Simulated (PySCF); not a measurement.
Isomers of C7H16OSi, mass 144.097 u with the commonest isotopes. The calculation used PBE0/pcSseg-1 in PySCF (dipole) on a GFN2-xTB geometry, gas phase. One conformer each, none proved a minimum here; rigid rotors.

Problem. Order these by out-of-plane moment Σ m c² = (Ia + Ib − Ic)/2, smallest first.
A. `[CH3:1][CH2:2][O:3][C@@:4]1([SiH3:5])[CH2:6][C@@H:7]1[CH2:8][CH3:9]` with C1–C2–O3–C4 178°, C2–O3–C4–Si5 74°, C6–C7–C8–C9 -161°
B. `[CH3:1][CH2:2][C@@:3]([CH3:4])([CH:5]=[O:6])[C@H:7]([CH3:8])[SiH3:9]` with C1–C2–C3–C4 62°, C2–C3–C5–O6 152°, C2–C3–C7–C8 -44°
C. `[CH3:1][CH2:2][C@@:3]([CH3:4])([CH:5]=[O:6])[CH2:7][CH2:8][SiH3:9]` with C1–C2–C3–C4 180°, C2–C3–C5–O6 111°, C2–C3–C7–C8 170°, C3–C7–C8–Si9 173°

Solution. B (98.35 u·Å²), A (121.45 u·Å²), C (131.39 u·Å²).

Problem. Order these by rotational constant B, largest first.
A. `[CH3:1][CH2:2][C@@:3]([CH3:4])([CH:5]=[O:6])[CH2:7][CH2:8][SiH3:9]` with C1–C2–C3–C4 180°, C2–C3–C5–O6 111°, C2–C3–C7–C8 170°, C3–C7–C8–Si9 173°
B. `[CH3:1][CH2:2][C@@:3]([CH3:4])([CH:5]=[O:6])[C@H:7]([CH3:8])[SiH3:9]` with C1–C2–C3–C4 62°, C2–C3–C5–O6 152°, C2–C3–C7–C8 -44°
C. `[CH3:1][CH2:2][O:3][C@@:4]1([SiH3:5])[CH2:6][C@@H:7]1[CH2:8][CH3:9]` with C1–C2–O3–C4 178°, C2–O3–C4–Si5 74°, C6–C7–C8–C9 -161°

Solution. B (1051 MHz), C (916.7 MHz), A (718.7 MHz).

Problem. Order these by dipole moment, smallest first.
A. `[CH3:1][CH2:2][C@@:3]([CH3:4])([CH:5]=[O:6])[C@H:7]([CH3:8])[SiH3:9]` with C1–C2–C3–C4 62°, C2–C3–C5–O6 152°, C2–C3–C7–C8 -44°
B. `[CH3:1][CH2:2][C@@:3]([CH3:4])([CH:5]=[O:6])[CH2:7][CH2:8][SiH3:9]` with C1–C2–C3–C4 180°, C2–C3–C5–O6 111°, C2–C3–C7–C8 170°, C3–C7–C8–Si9 173°
C. `[CH3:1][CH2:2][O:3][C@@:4]1([SiH3:5])[CH2:6][C@@H:7]1[CH2:8][CH3:9]` with C1–C2–O3–C4 178°, C2–O3–C4–Si5 74°, C6–C7–C8–C9 -161°

Solution. C (1.22 D), B (2.91 D), A (3.60 D).

| SMILES | point group | Ia (u·Å²) | Ib (u·Å²) | Ic (u·Å²) | κ | μa (D) | μb (D) | μc (D) |
| --- | --- | --- | --- | --- | --- | --- | --- | --- |
| CC[C@@](C)(C=O)CC[SiH3] | C1 | 270.24 | 703.23 | 710.68 | -0.99 | 1.51 | 0.24 | 2.47 |
| CC[C@@](C)(C=O)[C@H](C)[SiH3] | C1 | 265.93 | 480.69 | 549.94 | -0.73 | 3.59 | 0.26 | 0.00 |
| CCO[C@@]1([SiH3])C[C@@H]1CC | C1 | 319.58 | 551.30 | 627.98 | -0.71 | 0.58 | 0.94 | 0.53 |
